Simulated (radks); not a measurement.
Polarisabilities and homonuclear dispersion coefficients (atomic units). Calculated with a radial shooting solver on a logarithmic mesh with Libxc functionals: non-relativistic Kohn-Sham, LDA (Slater exchange, Perdew-Wang correlation), spin-polarised, spherical densities, point nucleus. Response by self-consistent Sternheimer equations with the Hartree and adiabatic LDA kernel. "Uncoupled" leaves out the induced potential. Quadrupole and octupole values are given only where no p, d or f shell is open. The Sternheimer factor gamma scales a distant field gradient at the nucleus by 1 - gamma.

Pd: configuration [Kr] 4d10; alpha1 (bohr^3) 28.39; alpha1, uncoupled 45.31; alpha2 (bohr^5) 459.7; alpha3 (bohr^7) 4976; C6 203.4; C8 8796; Sternheimer gamma -20.7; recommended alpha1 26.14 +/- 0.1
Ag+: configuration [Kr] 4d10; alpha1 (bohr^3) 10.13; alpha1, uncoupled 15.61; alpha2 (bohr^5) 62.45; alpha3 (bohr^7) 417.3; C6 60.04; C8 1340; Sternheimer gamma -26.6
Cd2+: configuration [Kr] 4d10; alpha1 (bohr^3) 5.374; alpha1, uncoupled 8.089; alpha2 (bohr^5) 20.20; alpha3 (bohr^7) 97.97; C6 27.11; C8 416.8; Sternheimer gamma -24.0
In3+: configuration [Kr] 4d10; alpha1 (bohr^3) 3.369; alpha1, uncoupled 5.009; alpha2 (bohr^5) 9.010; alpha3 (bohr^7) 34.15; C6 14.73; C8 174.1; Sternheimer gamma -21.4
Sn4+: configuration [Kr] 4d10; alpha1 (bohr^3) 2.323; alpha1, uncoupled 3.431; alpha2 (bohr^5) 4.781; alpha3 (bohr^7) 14.79; C6 8.917; C8 85.86; Sternheimer gamma -19.3
Sb5+: configuration [Kr] 4d10; alpha1 (bohr^3) 1.703; alpha1, uncoupled 2.506; alpha2 (bohr^5) 2.829; alpha3 (bohr^7) 7.359; C6 5.798; C8 47.09; Sternheimer gamma -17.5
Te6+: configuration [Kr] 4d10; alpha1 (bohr^3) 1.303; alpha1, uncoupled 1.913; alpha2 (bohr^5) 1.804; alpha3 (bohr^7) 4.029; C6 3.969; C8 27.83; Sternheimer gamma -16.0
I7+: configuration [Kr] 4d10; alpha1 (bohr^3) 1.029; alpha1, uncoupled 1.509; alpha2 (bohr^5) 1.215; alpha3 (bohr^7) 2.367; C6 2.824; C8 17.38; Sternheimer gamma -14.7
Xe8+: configuration [Kr] 4d10; alpha1 (bohr^3) 0.8326; alpha1, uncoupled 1.220; alpha2 (bohr^5) 0.8523; alpha3 (bohr^7) 1.468; C6 2.071; C8 11.33; Sternheimer gamma -13.6

Recommended values: Schwerdtfeger and Nagle, table of static dipole polarisabilities (2023 update), measured or computed.

Beside tabulated values, note that relativity, absent from the non-relativistic runs, is large for the heavy elements.
